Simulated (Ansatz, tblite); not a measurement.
Cost and result up the ladder for the cluster GaCl3 (the lowest singlet isomer of a short search) (4 atoms). Total charge 0; singlet. Geometry: PBE0-D4/def2-SVP.

```xyz
4

Ga    0.0003    0.0003   -0.0003
Cl    1.2661    0.0047   -1.7018
Cl   -1.6449   -1.3355    0.0942
Cl    0.3785    1.3306    1.6080
```

Ansatz on 4 threads of Arm Neoverse V1 on a shared host; xTB runs through tblite on one thread. Times are rough, summed over both states, and most runs start from the orbitals of an earlier one. PBE0-D4/def2-TZVP serves as the yardstick here, not as an exact answer. The other state is a doublet.

The xTB rows come from tblite. The structure comes from a short search, and lower isomers may exist.

Raw xTB energies of ions are shifted by several eV.

```csv
level,functions,vertical IE (eV),difference from PBE0-D4/def2-TZVP (eV)
GFN1-xTB,36,15.24,3.74
GFN2-xTB,36,15.21,3.71
PBE-D4/def2-TZVP,159,10.90,-0.60
PBE0-D4/def2-TZVP,159,11.50,0.00
r2SCAN-D4/def2-TZVP,159,11.19,-0.30
```

Estimate how long each takes.

GFN1-xTB 0.008 s; GFN2-xTB 0.009 s; PBE-D4/def2-TZVP 3.7 s; PBE0-D4/def2-TZVP 7.9 s; r2SCAN-D4/def2-TZVP 11 s. On shared hardware such times vary by a factor of up to 3.
